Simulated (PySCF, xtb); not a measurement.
BH5OSn, SMILES B[O][SnH3].

Harmonic wavenumbers (cm⁻¹) from GFN2-xTB run with xtb at its own minimum, in rising order: 94, 162, 256, 372, 448, 503, 613, 635, 657, 888, 962, 1185, 1336, 1530, 1759, 1809, 2518, 2562.

Question: What does B3LYP-D3(BJ)/def2-SVP run with PySCF give at its own minimum? (An estimate is asked for; the answer gives what the named calculation found.)

Answer: 46, 203, 288, 489, 514, 516, 695, 695, 706, 1013, 1065, 1212, 1403, 1917, 1939, 1941, 2476, 2568. Paired by order, the mean absolute difference is 88 cm⁻¹ and the zero-point energies are 26.1 and 28.1 kcal/mol.
